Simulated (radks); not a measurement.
Problem. The mean radii <r> (bohr) of the occupied orbitals of an atom or ion are listed with their occupations. Calculated with a radial shooting solver on a logarithmic mesh with Libxc functionals: Dirac Kohn-Sham, Wu-Cohen GGA, spin-unpolarised, spherical densities, point nucleus.

| orbital | occ. | <r> |
|---|---|---|
| 1s1/2 | 2 | 0.01715 |
| 2s1/2 | 2 | 0.07169 |
| 2p1/2 | 2 | 0.05906 |
| 2p3/2 | 4 | 0.06749 |
| 3s1/2 | 2 | 0.1866 |
| 3p1/2 | 2 | 0.1768 |
| 3p3/2 | 4 | 0.1923 |
| 3d3/2 | 4 | 0.1676 |
| 3d5/2 | 6 | 0.1723 |
| 4s1/2 | 2 | 0.4149 |
| 4p1/2 | 2 | 0.4179 |
| 4p3/2 | 4 | 0.4518 |
| 4d3/2 | 4 | 0.4618 |
| 4d5/2 | 6 | 0.4730 |
| 5s1/2 | 2 | 0.9499 |
| 4f5/2 | 6 | 0.5123 |
| 4f7/2 | 8 | 0.5195 |
| 5p1/2 | 2 | 1.028 |
| 5p3/2 | 4 | 1.125 |
| 5d3/2 | 4 | 1.528 |
| 5d5/2 | 3 | 1.588 |
| 6s1/2 | 1 | 2.640 |
| 6p1/2 | 2 | 3.478 |

Name the element and its charge. Open shells, if any, fill j = l - 1/2 first.

Solution. Z = 78, platinum, charge 0: Pt in [Xe] 4f14 5d7 6s1 6p2. The 1s radius gives Z: for a bare nucleus <r> = (2 gamma + 1)/(2Z) with gamma = sqrt(1 - (Z/c)^2), 0.01695 bohr for Z = 78, and screening makes it slightly larger (0.01715 here). The occupations add up to 78, and the charge is Z minus that.
